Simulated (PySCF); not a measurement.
Work out the structure from these simulated measurements.

Formula: C2H11BOSSi.

| Property | Result |
| --- | --- |
| 1H NMR | chemical shifts (computed TMS as zero) by class: 4.94 (3 H), 3.37 (2 H), 2.04 (6 H) ppm [GIAO PBE0/pcSseg-1] |
| Triplet | lowest triplet excitation (Tamm–Dancoff): 5.96 eV [TDA B3LYP/def2-SVPD] |
| Valence photoelectron | vertical ionisation energy: 9.10 eV [ΔSCF B3LYP/def2-SVPD] |
| Rotational structure | rotational constants A, B, C: 4.250, 1.079, 1.038 GHz [PBE0-D3(BJ)/def2-SVP] |
| UV, first state | lowest singlet excitation: 6.09 eV (204 nm, f = 0.002) [TDDFT B3LYP/def2-SVPD] |
| Dipole | 4.13 D [B3LYP/def2-SVPD] |
| Polarisability | 95.9 au [B3LYP/def2-SVPD] |
| NMR, other nuclei | isotropic shieldings of nuclei other than C and H, by class: 108 (1 B), 322 (1 O), 391 (1 Si), 523 (1 S) ppm [GIAO PBE0/pcSseg-1] |
| 13C NMR | chemical shifts (computed TMS as zero) by class: 20.7 (2 C) ppm [GIAO PBE0/pcSseg-1] |

Electronic properties: PySCF, gas phase, density fitting. Levels stand in brackets. Geometry: PBE0-D3(BJ)/def2-SVP, one conformer, isolated molecule. Each NMR value is the plain mean over a class of atoms that symmetry, rotation or inversion makes alike.

Problem. Give a SMILES that accounts for the data.

Solution. Numbering: `[CH3:1][S+:2]([CH3:3])[BH2-:4][O:5][SiH3:6]`. 2 carbons fall into 1 class: S-methyl carbon [C1/C3] (20.7 ppm, 2 C). Hydrogen classes from least to most shielded: 3 H on an oxygen-bound silicon, Si6 (4.94 ppm), 2 H on a four-coordinate boron, B4 (3.37 ppm), 6 H on 2 S-methyl carbons, C1/C3 (2.04 ppm, a mean of values up to 1.3 ppm apart in this geometry). The other shieldings belong to: 108 ppm, four-coordinate boron [B4]; 322 ppm, boron-bound oxygen [O5]; 391 ppm, oxygen-bound silicon [Si6]; 523 ppm, sulfur bonded to B and 2 C [S2]. The first electron is taken from the HOMO, whose largest Löwdin shares are 0.39 on the boron-bound oxygen, 0.20 on the four-coordinate boron, 0.13 on a B–H hydrogen and 0.12 on a B–H hydrogen. By its constants the optimised geometry is an asymmetric top. Structure: `C[S+](C)[BH2-]O[SiH3]`. The assignments are read from this structure; whether some other isomer fits the data as well wasn't checked.

The values belong to the conformer `[CH3:1][S+:2]([CH3:3])[BH2-:4][O:5][SiH3:6]`: C1–S2–B4–O5 51°, S2–B4–O5–Si6 -177°.
